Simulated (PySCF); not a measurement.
Precursor series Sc F-OH. Gas-phase values, no solvent. One relaxed conformer stands for each flexible species; it need not be the lowest.

Method: B3LYP-D3(BJ)/def2-TZVP // BP86-D3(BJ)/def2-SVP (PySCF). All candidates: neutral, multiplicity 1. B3LYP has the VWN-RPA correlation part, as in Gaussian. 

| Quantity | Result |
|---|---|
| HOMO | -8.50 eV |
| LUMO | -2.10 eV |
| HOMO–LUMO gap | 6.41 eV |

Problem. Identify which member has these values.
A) [Sc(F)(OH)2]
B) [Sc(F)2(OH)]
C) [Sc(F)3]

Solution. A, [Sc(F)(OH)2]. The others give [Sc(F)3]: -10.92 eV, -3.03 eV, 7.89 eV; [Sc(F)2(OH)]: -8.99 eV, -2.54 eV, 6.45 eV
